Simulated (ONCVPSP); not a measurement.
# What the settings do to the ONCV potential of Fe

Base potential:

ONCVPSP 4.0.1 input, shortened (lines: element, Z, core and valence counts, functional; n l f; lmax; l rc ep ncon nbas qcut; lloc lpopt rc5 dvloc0; l nproj debl; icmod fcfact rcfact), PBE, scalar-relativistic:

```
  Fe 26.00    3    3        4      upf
    1    0    2.00
    2    0    2.00
    2    1    6.00
    3    0    2.00
    3    1    6.00
    3    2    6.00
    2
    0    1.10    0.00    3    6   11.80
    1    1.05    0.00    5    8   16.80
    2    1.60    0.00    4    9    9.40
    4    5    0.75    0.00
    0    2    1.40
    1    2    3.80
    2    2    1.80
    3    2.00    1.40
```

In the s channel the program set the typed energies aside and used -4.133, 0.250 Ha.

Cutoffs, loose and tight: the cutoffs (Ha) at which the residual kinetic energy of the hardest occupied pseudo-wave falls to 1 and 0.1 mHa per electron. They do not see the model core or the augmentation charge, which bear on the density cutoff. Test errors are all-electron minus pseudo excitation energies from the reference, over the configurations 3s2 3p6 3d6 4s2; 3s2 3p6 3d6 4s1; 3s2 3p6 3d5; 3s2 3p6 3d5 4s2. A dash means not determined; rows that change the core or the reference have their own tests.

1 further variants are left out, since the program set their typed debl aside.

| change | outcome | cutoff, loose | cutoff, tight | bound ghosts | GHOST(+) flags above zero | largest test error (meV) |
| --- | --- | --- | --- | --- | --- | --- |
| base | generated, projector energies reset by the program | 82 Ha | 101 Ha | none | s | +128 |
| d: qcut 9 | generated, projector energies reset by the program | 82 Ha | 101 Ha | none | s | +139 |
| core correction Teter function, fcfact 7.7, rcfact 1.4 | generated, projector energies reset by the program | 82 Ha | 101 Ha | none | s | +130 |
| core correction polynomial model core, fcfact 0.25 | generated, projector energies reset by the program | 82 Ha | 101 Ha | none | s | +128 |
| functional BLYP | generated, projector energies reset by the program | 82 Ha | 101 Ha | none | s | +129 |
| core correction Teter function, fcfact 2, rcfact 0.92 | generated, projector energies reset by the program | 82 Ha | 101 Ha | none | s | +129 |
| local potential polynomial inside 0.75 bohr (lpopt 5, dvloc0 -2.5 Ha) | generated, projector energies reset by the program | 82 Ha | 101 Ha | none | s | +128 |
| p: rc 1.16 | generated, projector energies reset by the program | 78 Ha | 95 Ha | none | s | +128 |

(1) What comes out with this change to the base: d: nproj 1?

Results:

(1) outcome: generated, projector energies reset by the program; cutoff, loose: 82 Ha; cutoff, tight: 101 Ha; bound ghosts: none; GHOST(+) flags above zero: s; largest test error (meV): +107.
